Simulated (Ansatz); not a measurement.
C2H4S, SMILES `C[C]S` (excited triplet; C–C–S–H torsion 93°) (charge 0, multiplicity 3). This triplet is an excited state, 0.83 eV above the relaxed singlet at the level frozen-core CCSD(T)/cc-pVTZ // B3LYP-D3(BJ)/def2-TZVP (Ansatz, a program for electronic structure).

Computed with frozen-core CCSD(T)/cc-pVTZ // B3LYP-D3(BJ)/def2-TZVP run with Ansatz.

Ansatz 0.2 input:
```yaml
crystal:
  periodic: [false, false, false]
  atoms:
    - { symbol: C, position_ang: [-0.873474, -0.065822, 0.033057] }
    - { symbol: C, position_ang: [0.496032, -0.579489, -0.139333] }
    - { symbol: S, position_ang: [1.703028, -0.286611, -1.280304] }
    - { symbol: H, position_ang: [-0.869141, 1.00142, 0.294152] }
    - { symbol: H, position_ang: [-1.464492, -0.174116, -0.885216] }
    - { symbol: H, position_ang: [-1.391025, -0.601121, 0.831647] }
    - { symbol: H, position_ang: [2.399066, 0.705738, -0.663131] }
basis:
  gaussian: { orbitals: cc-pVTZ }
correlation:
  method: ccsd_t
magnetization:
  spin_polarized: true
  initial_magnetization: 2
```

Output:

```
Functional definition: HF
848 factors; integrals over basis functions are off by at most 9.8e-4 eV
mean field evaluation 1: about -12937.3931 eV, gradient 1.8e1 eV
mean field evaluation 2: about -12937.3977 eV, gradient 1.8e1 eV
mean field evaluation 4: about -12940.1050 eV, gradient 3.5e0 eV
mean field evaluation 8: about -12940.3453 eV, gradient 2.8e-1 eV
mean field evaluation 16: about -12940.2933 eV, gradient 1.4e0 eV
mean field evaluation 32: about -12935.6731 eV, gradient 1.1e-1 eV
mean field -12940.34760867 eV, -475.5490033361 hartree, gradient 8.0e-6 eV, S^2 2.029968; 0 other end points of the search recorded, 0 dependent functions left out
7 core orbitals not correlated
reference -12940.34760867 eV, -475.5490033361 hartree; 10, 8 occupied and 133, 135 virtual orbitals, 848 factors
second order -12.54549913 eV of doubles, -0.00000000 eV of singles
cycle   1  -13.30944967 eV  change   -7.6e-1 eV  update   8.3e-2
cycle   2  -13.68586053 eV  change   -3.8e-1 eV  update   2.9e-2
cycle   3  -13.76049896 eV  change   -7.5e-2 eV  update   1.8e-2
cycle   4  -13.76088312 eV  change   -3.8e-4 eV  update   8.6e-3
cycle   5  -13.76250308 eV  change   -1.6e-3 eV  update   4.1e-3
cycle   6  -13.76374633 eV  change   -1.2e-3 eV  update   1.6e-3
cycle   7  -13.76402780 eV  change   -2.8e-4 eV  update   6.2e-4
cycle   8  -13.76411787 eV  change   -9.0e-5 eV  update   2.1e-4
cycle   9  -13.76406921 eV  change    4.9e-5 eV  update   8.4e-5
cycle  10  -13.76406849 eV  change    7.2e-7 eV  update   3.1e-5
cycle  11  -13.76407943 eV  change   -1.1e-5 eV  update   1.4e-5
perturbative correction -0.57750070 eV, -0.0212227591 hartree
Total energy: -12954.68918880 eV, -476.0760466848 hartree
```
